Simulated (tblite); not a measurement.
Compound: C4H7ClSeSi.
Numbering: `[SiH3:1][C@H:2]1[CH:3]=[C:4]([Cl:5])[Se:6][CH2:7]1` (hydrogens: H8, H9, H10 on Si1; H11 on C2; H12 on C3; H13, H14 on C7)

Computed with GFN2-xTB (tblite), gas phase: L-BFGS steps from a force-field or distance-geometry start until the largest atomic force falls under 0.01 eV/Å.

Step 21: E = -586.6383 eV
```
atom  x, y, z in Å  |  force x, y, z in eV/Å
Si1     1.9299   -0.1477   -0.5668   -0.182   0.053   0.114
C2      0.2698    0.1505    0.3769   -0.008   0.028  -0.032
C3     -0.7298    1.0035   -0.3515   -0.019   0.028  -0.170
C4     -2.0102    0.7974   -0.0608    0.035   0.031  -0.028
Cl5    -3.3590    1.6657   -0.6580    0.110  -0.013  -0.012
Se6    -2.3278   -0.6395    1.1588    0.064  -0.157   0.003
C7     -0.4529   -1.1440    0.7284    0.167   0.053   0.010
H8      2.5938   -1.3214   -0.0069   -0.056  -0.090   0.048
H9      1.6961   -0.3384   -1.9964   -0.093  -0.011   0.018
H10     2.7945    1.0062   -0.3423   -0.025   0.117  -0.013
H11     0.4994    0.6965    1.3079    0.074  -0.154  -0.075
H12    -0.4087    1.7546   -1.0511    0.035   0.113   0.023
H13    -0.4912   -1.8194   -0.1318   -0.077   0.023   0.072
H14    -0.0046   -1.6645    1.5714   -0.024  -0.022   0.041
```

Step 22: E = -586.6442 eV
```
atom  x, y, z in Å  |  force x, y, z in eV/Å
Si1     1.9224   -0.1479   -0.5709   -0.120   0.061   0.139
C2      0.2708    0.1556    0.3813   -0.013   0.003  -0.004
C3     -0.7258    1.0133   -0.3442   -0.036   0.014  -0.138
C4     -2.0067    0.7997   -0.0619   -0.011  -0.020  -0.036
Cl5    -3.3550    1.6592   -0.6730    0.110  -0.003   0.006
Se6    -2.3354   -0.6563    1.1408    0.171  -0.081  -0.071
C7     -0.4442   -1.1448    0.7261    0.032   0.077   0.077
H8      2.5887   -1.3199   -0.0099   -0.057  -0.090   0.051
H9      1.6743   -0.3520   -1.9950   -0.094  -0.003  -0.004
H10     2.7965    1.0021   -0.3580   -0.041   0.111  -0.022
H11     0.4971    0.6936    1.3184    0.095  -0.154  -0.112
H12    -0.4011    1.7769   -1.0298    0.016   0.082   0.037
H13    -0.4783   -1.8280   -0.1281   -0.031   0.046   0.083
H14    -0.0041   -1.6520    1.5821   -0.021  -0.043  -0.004
```

Step 23: E = -586.6496 eV
```
atom  x, y, z in Å  |  force x, y, z in eV/Å
Si1     1.9146   -0.1467   -0.5714   -0.002   0.040   0.098
C2      0.2709    0.1594    0.3829   -0.016  -0.019   0.006
C3     -0.7228    1.0202   -0.3426   -0.037  -0.009  -0.063
C4     -2.0033    0.8013   -0.0629   -0.028  -0.070  -0.045
Cl5    -3.3491    1.6544   -0.6837    0.076   0.015   0.012
Se6    -2.3370   -0.6705    1.1275    0.210   0.007  -0.117
C7     -0.4357   -1.1447    0.7251   -0.102   0.060   0.103
H8      2.5824   -1.3206   -0.0107   -0.068  -0.058   0.042
H9      1.6563   -0.3614   -1.9928   -0.087   0.007   0.006
H10     2.7959    1.0021   -0.3688   -0.067   0.082  -0.029
H11     0.4973    0.6879    1.3239    0.100  -0.105  -0.103
H12    -0.3950    1.7954   -1.0149   -0.002   0.047   0.044
H13    -0.4718   -1.8339   -0.1240    0.025   0.056   0.081
H14    -0.0033   -1.6434    1.5902   -0.003  -0.052  -0.035
```

**Question.** Estimate the geometry and energy of step 24. (The exact step hangs on the optimiser's Hessian estimate; all steps are aligned on step 23, rigid shifts and turns removed.)

**Answer.** E = -586.6541 eV, largest force 0.216 eV/Å
```
atom  x, y, z in Å  |  force x, y, z in eV/Å
Si1     1.9081   -0.1455   -0.5699    0.102   0.006   0.019
C2      0.2706    0.1624    0.3845   -0.015  -0.035  -0.010
C3     -0.7211    1.0252   -0.3422   -0.023  -0.026   0.015
C4     -2.0013    0.8006   -0.0653   -0.007  -0.092  -0.061
Cl5    -3.3432    1.6510   -0.6918    0.028   0.033   0.008
Se6    -2.3358   -0.6831    1.1138    0.169   0.070  -0.115
C7     -0.4306   -1.1430    0.7267   -0.164   0.014   0.086
H8      2.5770   -1.3226   -0.0109   -0.082  -0.018   0.033
H9      1.6403   -0.3689   -1.9905   -0.074   0.018   0.041
H10     2.7950    1.0036   -0.3792   -0.093   0.049  -0.029
H11     0.5008    0.6825    1.3263    0.095  -0.034  -0.060
H12    -0.3907    1.8115   -1.0013   -0.018   0.011   0.051
H13    -0.4654   -1.8359   -0.1192    0.066   0.049   0.071
H14    -0.0044   -1.6382    1.5971    0.015  -0.047  -0.050
```

The energy changes by -0.0045 eV. The first-order estimate −F·Δx gives -0.0062 eV and the mean of the old and new forces, exact on a quadratic surface, -0.0045 eV. The step makes an angle of 70° with the force vector and moves no atom by more than 0.022 Å.

What follows is the cost of the whole relaxation. Time: 0.71 s. Hardware: Arm Neoverse V1, one thread, on a shared host.
